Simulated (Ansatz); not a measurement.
`CBCC` + NH₃ → `CBN` + `CC` at 400 K and 1 bar (ligand exchange at a B–C bond).

Computed with Ansatz on PBE0-D4/def2-TZVP structures; ΔE is electronic, products minus reactants. CCSD(T)/CBS is the MP2 limit (def2-TZVPP, def2-QZVPP) plus CCSD(T) − MP2 in def2-TZVPP, frozen cores. This one scheme is used for every species. One conformer a species, not always the lowest.

| species | CCSD(T)/CBS energy (Eh) | H − E (kJ/mol) | S (J/(mol·K)) |
| --- | --- | --- | --- |
| `CBCC` | -144.37049 | 328.2 | 357.2 |
| NH₃ | -56.50880 | 104.2 | 203.1 |
| `CBN` | -121.21267 | 224.0 | 296.9 |
| `CC` | -79.71954 | 213.5 | 244.3 |

H − E and S are ideal-gas, rigid-rotor, harmonic terms from PBE0-D4/def2-TZVP, for one conformer and one mirror image of each species. 1 Eh = 2625.50 kJ/mol, R = 8.31446 J/(mol·K).

Question: By hand: ΔE, ΔH, ΔS and ΔG.

Answer: ΔE = (-121.21267) + (-79.71954) − (-144.37049) − (-56.50880) = -0.05292 Eh = -138.9 kJ/mol. Δ(H − E) = 224.0 + 213.5 − 328.2 − 104.2 = 5.1, so ΔH = -133.8 kJ/mol. ΔS = 296.9 + 244.3 − 357.2 − 203.1 = -19.1 J/(mol·K). ΔG = -133.8 − 400 × (-19.1)/1000 = -126.2 kJ/mol.

Question: By hand: the equilibrium constant, and the temperature at which ΔG would vanish if ΔH and ΔS stayed fixed.

Answer: log₁₀ K = −ΔG/(RT ln 10) = 16.5. ΔG = 0 at ΔH/ΔS = 7005 K, far beyond where these terms or the molecules hold.

ΔH outweighs TΔS. A doubt of 5 kJ/mol in ΔE shifts log₁₀ K by 0.7 here. Other conformers and mirror images would add mixing entropy, several J/(mol·K) or more a flexible species. These are equilibria of isolated gas molecules and say nothing of rates. Largest T1 diagnostic: 0.011 (customary marks: 0.02 for closed shells, 0.045 for open ones).
